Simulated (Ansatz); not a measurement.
Born–Oppenheimer molecular dynamics of CH5B2NO2 (11 atoms, charge 0, multiplicity 1). It starts from a relaxed structure.

These are results of RKS B3LYP/def2-SVP in Ansatz 0.2.0, not measurements.

```
ensemble                      : NVE (velocity Verlet)
time step                     : 0.5 fs
steps asked                   : 100
starting velocities drawn for : 1000 K
masses                        : H 2.014 u
seed                          : 870775
```

First frame:

```xyz
11
Properties=species:S:1:pos:R:3
C -1.448 1.299 -0.199
B -0.364 0.184 -0.080
N 0.985 0.101 0.421
B 0.836 -1.272 -0.026
O 1.609 -2.377 -0.038
O -0.479 -1.165 -0.506
H -2.404 0.944 0.222
H -1.170 2.242 0.296
H -1.641 1.511 -1.265
H 1.658 0.712 0.854
H 2.484 -2.236 0.342
```

Question: What does the run give?

Answer: All steps were run.

- steps done: 100
- time covered: 50 fs
- mean temperature over the second half: 539 K
- spread of the potential energy over the second half: 8.5 meV per atom
- mean potential energy of the second half above the start: 48.9 meV per atom

The conserved energy stayed within 0.31 meV per atom of its start (net change 0.19 meV per atom), so the integration is sound. A run of 0.05 ps of so small a system gives no equilibrium averages.

Question: What happens to the structure?

Answer: The same pairs are bonded in the first frame and the last. Pairs count as bonded within 1.25 times the sum of covalent radii (0.12 Å more for H–H). Another seed would give other details.

Question: How do temperature and energy run in time?

Answer: 
```
time (fs)  T (K)  potential energy less start (eV)  conserved less start (meV/atom)
      0.0   1000                             0.000                             0.00
      4.0    558                             0.518                             0.28
      8.0    452                             0.639                             0.14
     12.0    381                             0.722                             0.24
     16.0    588                             0.481                             0.13
     20.0    462                             0.628                             0.23
     24.0    582                             0.487                             0.08
     28.0    473                             0.616                             0.29
     32.0    643                             0.417                             0.09
     36.0    462                             0.628                             0.21
     40.0    509                             0.572                             0.13
     44.0    465                             0.625                             0.22
     48.0    674                             0.380                             0.11
```

The run took 5.6 min on 2 threads of Arm Neoverse N1 (shared host), peak memory 0.21 GiB.
